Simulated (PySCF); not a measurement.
Q: Write a Z-matrix for CF3C(O)NH2, `NC(C(F)(F)F)=O` as optimised with GFN2-xTB.

A: 
Z-matrix in Å and degrees, rows numbered from 1:
```
N 
C   1  1.3409
O   2  1.1987  1  126.69
C   2  1.5605  1  111.15  3  -179.47
F   4  1.3243  2  112.94  1  -172.34
F   4  1.3449  2  110.71  1    66.48
F   4  1.3467  2  111.07  1   -51.13
H   1  1.0078  2  118.57  3    -0.30
H   1  1.0061  2  122.56  3  -179.27
```

The 3 C–F bonds span 1.324 Å (C4–F5, drawn single) to 1.347 Å (C4–F7, drawn single), a spread of 0.023 Å. N1 (amide nitrogen) is planar (angles 122.6°, 118.9° and 118.6°, sum 360.0°, 0.01 Å off the plane of its three neighbours). Of the pairs four or more bonds apart, F7···H9 is among the closest relative to their van der Waals radii: 2.51 Å, 94 % of the sum of Bondi's values.

Computed geometry: GFN2-xTB, gas phase.

Point group: near Cs, missed by 0.24 Å at most; the miss may be what the optimiser left on a soft mode. GFN2-xTB frequencies: not computed here.
